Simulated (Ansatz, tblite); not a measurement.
Forces on Au(NH3)Cl (AuNClH₃) at its PBE0-D4/def2-TZVP geometry. The state is a singlet with charge 0.

In the def2 sets Au takes a core potential; there is no spin–orbit coupling. The xTB rows come from tblite.

GFN1-xTB (tblite), largest force 0.60 eV/Å:

```xyz
6
positions Å, forces eV/Å
Au   -0.582    1.016   -0.259   -0.126    0.220   -0.056
N     0.430   -0.751    0.191    0.293   -0.511    0.130
H    -0.173   -1.556    0.063    0.253    0.363    0.052
H     0.750   -0.749    1.154   -0.147    0.013   -0.421
H     1.240   -0.867   -0.408   -0.359    0.065    0.256
Cl   -1.664    2.907   -0.742    0.086   -0.150    0.038
```

GFN2-xTB (tblite), largest force 0.64 eV/Å:

```
Au -0.311 0.543 -0.139
N 0.292 -0.509 0.130
H -0.019 0.011 -0.007
H -0.008 0.020 0.007
H -0.002 0.019 -0.012
Cl 0.048 -0.084 0.021
```

r2SCAN-D4/def2-TZVP (Ansatz), largest force 0.07 eV/Å:

```
Au -0.009 0.014 -0.004
N -0.021 0.039 -0.010
H -0.043 -0.049 -0.010
H 0.019 0.004 0.064
H 0.052 -0.004 -0.041
Cl 0.002 -0.004 0.001
```
